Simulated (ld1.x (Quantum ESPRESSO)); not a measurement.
Building the TM potential for silicon (Si) (LDA (PZ), non-relativistic).

```json
{"Element": "silicon", "Generator": "ld1.x (Quantum ESPRESSO) 7.5", "Type": "norm-conserving Troullier–Martins (Kleinman–Bylander form)", "Functional": "LDA (PZ)", "Relativity": "non-relativistic", "Frozen core": "[Ne]", "Valence charge": "4", "Reference configuration": "3s2 3p2", "Partial waves": "3p (bound): rc 1.55 bohr; 3d channel at 0.5 Ry: rc 1.50 bohr; 3s (bound): rc 1.55 bohr", "Local potential": "the s channel", "Core correction": "none"}
```

All-electron outer shells of the reference configuration (LDA (PZ), non-relativistic, ld1.x):

| shell | level (eV) | outermost node (bohr) | outermost maximum (bohr) |
| --- | --- | --- | --- |
| 2p | -95.63 | – | 0.39 |
| 3s | -10.84 | 0.72 | 1.77 |
| 3p | -4.18 | 0.72 | 2.14 |

Calculated quality:

```
Cutoffs needed           : 30 Ry and 45 Ry (the cutoffs (Ry, on a coarse ladder) from which the occupation-weighted sum of valence levels, in a spherical-Bessel basis at the reference potential, stays within 10 and 1 mRy of its value at 400 Ry)
Ghost test               : no extra level below or beside the all-electron valence levels (p, d, s, f tested) (spherical-Bessel basis up to 400 Ry, 20 bohr box)
Largest excitation error : +224 meV (all-electron minus pseudo) for 3s1 3p0, out of 7 test configurations
```

Generation and tests took about 0.85 s on one core of a shared server CPU.
